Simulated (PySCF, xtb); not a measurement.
ethylmethylamine (C₃H₉N), SMILES CCNC.

GFN2-xTB (xtb) at its own geometry gives an orbital gap of 10.94 eV and a dipole moment of 1.09 D.

Coordinates come from a B3LYP-D3(BJ)/def2-SVP optimisation. The values are those of a single conformer.

Question: What does B3LYP/def2-TZVP run with PySCF give? (The exact figures need the calculation; the answer reports its results.)

Answer: gap 7.00 eV (levels -6.15 and 0.86 eV), dipole 0.86 D.
